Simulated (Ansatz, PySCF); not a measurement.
Reaction R1 + R2 → P1, each structure at its B3LYP-D3(BJ)/def2-TZVP stationary point, reached from a drawn start (curvature not checked).
P1: Cl4Ge (SMILES [Cl][Ge]([Cl])([Cl])[Cl]), charge 0, multiplicity 1.
R1, Cl2Ge (SMILES [Cl][Ge][Cl]) (charge 0, multiplicity 1):
```xyz
3

Ge     0.000     0.000    -0.941
Cl     1.694     0.000     0.470
Cl    -1.694     0.000     0.470
```
R2, Cl2 (SMILES ClCl) (charge 0, multiplicity 1):
```xyz
2

Cl     0.000     0.000    -1.007
Cl     0.000     0.000     1.007
```

P less R. No zero-point or thermal terms; no spin–orbit coupling.

Cores are frozen in the correlated methods. In cc and def2 sets filled d and f shells under p-block atoms count as core.

Programs: Ansatz (Gaussian basis) for Hartree–Fock, density functionals and correlated methods; PySCF for the D3/D4 terms. All values are computed, each at the level named.

The comparison value is -3.764 eV (CCSD(T)/def2-QZVPP). It is a level with limits of its own, not the exact answer.

Question: Order these levels by how close they come to the comparison value for the reaction energy, closest first: B97M-V/def2-TZVPP, r2SCAN-D4/def2-TZVPP, B3LYP/def2-TZVPP, revPBE-D3(BJ)/def2-TZVPP, B3LYP-D4/def2-TZVPP. Give each level's value less the comparison value.

Answer: B97M-V/def2-TZVPP (0.003 eV), r2SCAN-D4/def2-TZVPP (0.048 eV), B3LYP-D4/def2-TZVPP (0.458 eV), revPBE-D3(BJ)/def2-TZVPP (0.537 eV), B3LYP/def2-TZVPP (0.664 eV)

Ansatz is a first-principles code.
